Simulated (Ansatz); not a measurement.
`F[B]1[SiH2][SnH2]1` at its PBE0-D4/def2-TZVP geometry, where that method's forces vanish. The species carries charge 0 and has multiplicity 1. Sn takes the def2 core potential.

```xyz
8

F     0.0019    0.5070   -2.5165
B    -0.2967    0.0753   -1.3121
Si    0.2322   -1.3382   -0.0947
Sn   -0.1319    1.2258    0.6074
H     1.1972   -2.4685   -0.2122
H    -0.9402   -1.6816    0.7527
H     0.9963    2.5054    0.7412
H    -1.0588    1.1748    2.0342
```

Question: What forces (eV/Å) does ωB97M-V/def2-TZVPP give on these atoms in Ansatz 0.2.0? (Best estimate.)

Answer: The calculation gave: 
```
F1   0.045  0.077 -0.191
B2  -0.039 -0.081  0.314
Si3 -0.032 -0.080  0.084
Sn4  0.052 -0.015  0.031
H5  -0.116  0.158  0.004
H6   0.120  0.038 -0.103
H7  -0.087 -0.099 -0.014
H8   0.058  0.003 -0.124
```
